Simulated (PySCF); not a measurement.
FRb, triplet, at the geometry of the source list (a higher spin typed on purpose: for a closed-shell molecule this is an excited state) (core potentials on Rb). Base run: DF-SVWN5/def2-SV(P) run with PySCF.

Here is a job for PySCF.
```python
from pyscf import gto, scf, dft

mol = gto.Mole()
mol.atom = '''
    Rb   -0.587300   -0.484300   -0.793300
    F     0.587300    0.484300    0.793300
'''
mol.basis = 'def2-sv(p)'
mol.ecp = {'Rb': 'def2-sv(p)'}
mol.charge = 0
mol.spin = 2
mol.verbose = 4
mol.build()

mf = dft.UKS(mol)
mf.xc = 'lda,vwn'
mf = mf.density_fit(auxbasis='def2-universal-jkfit')
mf.kernel()
mf.analyze()
```

The base run was repeated with changes; each row names its change, and settings that it needs were set with it.

```tsv
change	basis functions	E (Eh)	HOMO (eV)	dipole (D)
base	38	-122.96165	-2.48	1.08
basis = LANL2DZ	21	-122.82683	-2.58	1.23
basis = def2-SVP	38	-122.96165	-2.48	1.08
basis = def2-SVPD	50	-122.97048	-2.51	0.89
basis = def2-TZVP	64	-123.08689	-2.52	0.87
basis = def2-TZVPP	71	-123.08755	-2.52	0.86
basis = def2-TZVPD	73	-123.08780	-2.51	0.89
basis = def2-QZVP	106	-123.09513	-2.50	0.86
basis = def2-QZVPP	120	-123.09571	-2.50	0.86
```

Totals compare only among sets that treat the same electrons; sets with core potentials leave the core out.

Open shells are given as the SCF converged; they aren't shown to be the lowest states, and a large step between rows can be another state.
